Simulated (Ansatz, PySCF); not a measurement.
Donor–acceptor adduct: BCl3 (SMILES ClB(Cl)Cl) (first 4 atoms) with C2H6O (SMILES COC); geometry from B3LYP-D3(BJ)/def2-TZVP.
(charge 0, multiplicity 1):
```xyz
13

Cl     0.6805    -1.5124     0.8971
B     -0.1045     0.0906     1.3321
Cl     0.8459     1.5414     0.7679
Cl    -1.8636     0.1896     0.8607
C     -0.9188    -0.8073     3.6673
O     -0.0792     0.1516     2.9617
C      1.2284     0.2653     3.5940
H     -0.9837    -0.4744     4.6998
H     -0.4693    -1.7961     3.5942
H     -1.8899    -0.7875     3.1904
H      1.0576     0.5439     4.6305
H      1.7678     1.0408     3.0664
H      1.7455    -0.6897     3.5174
```

Basis-set superposition error: the interaction energy with monomers in their own basis, and in the dimer's basis (counterpoise).

Codes used: Ansatz (Gaussian basis) for Hartree–Fock, density functionals and correlated methods; PySCF for 6-31G* rows, M06-2X. Each number belongs to the level named beside it.

```csv
level,uncorrected (kJ/mol),counterpoise (kJ/mol),difference
SVWN5/def2-TZVPPD,-202.4,-199.5,2.9
PBE/def2-TZVPPD,-130.6,-128.3,2.3
revPBE/def2-TZVPPD,-98.3,-96.0,2.4
PBE0/def2-TZVPPD,-154.8,-152.7,2.1
M06-2X/def2-TZVPPD,-182.7,-180.4,2.3
wB97M-V/def2-TZVPPD,-174.1,-172.3,1.8
MP2/6-31G*,-188.4,-143.1,45.3
MP2/aug-cc-pV(D+d)Z,-183.6,-153.1,30.4
CCSD/aug-cc-pV(D+d)Z,-167.2,-137.1,30.1
CCSD(T)/aug-cc-pV(D+d)Z,-169.0,-136.0,33.0
```

The error is largest for MP2/6-31G* (45.3 kJ/mol) and smallest for wB97M-V/def2-TZVPPD (1.8 kJ/mol).

Ansatz is a quantum-chemistry and plane-wave program.
